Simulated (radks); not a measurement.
All-electron atom: Mo IV in [Kr] 4d2 5p1 (not the ground configuration).

Calculated with a radial shooting solver on a logarithmic mesh with Libxc functionals: Dirac Kohn-Sham, Wu-Cohen GGA, spin-unpolarised, spherical densities, finite nucleus; open shells fill j = l - 1/2 first; Fermi nuclear charge, rms radius 4.4091 fm.

Energy parts (hartree):
total: -4046.24461
kinetic: 4195.74346
electron-nucleus: -9723.11566
Hartree: 1602.94196
exchange-correlation: -121.81437

Orbitals (lengths in bohr, moments of r in powers of bohr; <r^-3> diverges for s and p1/2):
orbital  occ.  eigenvalue (hartree)      <r>      <r^4>   <r^-3>     <r^2>
1s1/2       2             -729.3952  0.03517  7.213e-06        -  0.001669
2s1/2       2             -104.2349   0.1534   0.001335        -   0.02780
2p1/2       2             -96.02980   0.1308  0.0008861        -   0.02099
2p3/2       4             -92.11362   0.1353  0.0009921     2397   0.02235
3s1/2       2             -18.91771   0.4288    0.06889        -    0.2108
3p1/2       2             -15.79433   0.4233    0.07132        -    0.2088
3p3/2       4             -15.14897   0.4339    0.07838    400.2    0.2192
3d3/2       4              -9.62050   0.4130    0.08176    58.41    0.2053
3d5/2       6              -9.49824   0.4165    0.08429    55.69    0.2086
4s1/2       2              -3.73357    1.089      2.683        -     1.341
4p1/2       2              -2.82542    1.179      3.887        -     1.586
4p3/2       4              -2.72741    1.206      4.249    61.01     1.659
4d3/2       2              -1.37001    1.544      13.30    5.639     2.786
4d5/2       0              -1.35847    1.555      13.67    5.365     2.825
4f5/2       0              -0.42612    3.648      402.1  0.08649     15.50
4f7/2       0              -0.42604    3.649      402.6  0.08618     15.51
5s1/2       0              -1.06566    2.625      84.69        -     7.700
5p1/2       1              -0.84190    2.987      143.4        -     9.988
5p3/2       0              -0.82568    3.039      153.3    10.16     10.34

The highest occupied level is 5p1/2 at -22.909 eV. The configuration is held as typed, so some empty levels lie below it. Summed over all electrons, <r^2> = 32.03 bohr^2, which gives a Langevin (diamagnetic) susceptibility term of -25.4 x 10^-6 cm^3/mol. The density falls to 0.001 e/bohr^3 at r = 4.03 bohr.
